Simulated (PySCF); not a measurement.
Ce(S2)2 at several levels of theory

Computed with PySCF 2.14.0 (density fitting, no spin-orbit coupling) at the geometry relaxed with r2SCAN:

```xyz
5
Ce(S2)2 (singlet)
Ce    0.0000    0.0000    0.0000
S     0.7548    0.7548    2.3581
S    -0.7548   -0.7548    2.3581
S     0.7548   -0.7548   -2.3581
S    -0.7548    0.7548   -2.3581
```

```json
{"level": "r2SCAN", "basis": "Ce lcecp-2-SVP with ECP46, S def2-SVP", "state": "singlet", "HOMO (eV)": "–", "gap (eV)": "–", "charge on Ce1 (e)": "1.15", "population of f-type functions on Ce1 (polarisation alone where 4f lies in the core)": "0.09", "dipole about the centre of mass (D)": "0.00", "largest force component (eV/Å)": "0.00"}
{"level": "TPSSh", "basis": "the same", "state": "singlet", "HOMO (eV)": "–", "gap (eV)": "–", "charge on Ce1 (e)": "1.17", "population of f-type functions on Ce1 (polarisation alone where 4f lies in the core)": "0.09", "dipole about the centre of mass (D)": "0.00", "largest force component (eV/Å)": "0.08"}
{"level": "BP86", "basis": "the same", "state": "singlet", "HOMO (eV)": "–", "gap (eV)": "–", "charge on Ce1 (e)": "0.97", "population of f-type functions on Ce1 (polarisation alone where 4f lies in the core)": "0.09", "dipole about the centre of mass (D)": "0.00", "largest force component (eV/Å)": "0.22"}
{"level": "B3LYP", "basis": "the same", "state": "singlet", "HOMO (eV)": "–", "gap (eV)": "–", "charge on Ce1 (e)": "1.05", "population of f-type functions on Ce1 (polarisation alone where 4f lies in the core)": "0.09", "dipole about the centre of mass (D)": "0.00", "largest force component (eV/Å)": "0.22"}
{"level": "revPBE", "basis": "the same", "state": "singlet", "HOMO (eV)": "–", "gap (eV)": "–", "charge on Ce1 (e)": "1.02", "population of f-type functions on Ce1 (polarisation alone where 4f lies in the core)": "0.09", "dipole about the centre of mass (D)": "0.00", "largest force component (eV/Å)": "0.21"}
```

In the lcecp rows the 4f levels are missing from HOMO and gap, and the state counts the valence alone.

Charges are Mulliken's, which hang on the basis. The relaxation used the grid (50, 194), these runs (75, 302) or, all-electron (x2c bases, spin-free X2C Hamiltonian), (99, 590).

Q: What does r2SCAN with Ce lcecp-2-TZVP with ECP46, S def2-TZVP give here?

A: state singlet, charge on Ce1 (e) 1.37, population of f-type functions on Ce1 (polarisation alone where 4f lies in the core) 0.11, dipole about the centre of mass (D) 0.00, largest force component (eV/Å) 0.35. Time: 22 s on 2 threads of Arm Neoverse V1 (shared host), from free ions and atoms.

No frequency check is given that shows the relaxed geometry to be a minimum.
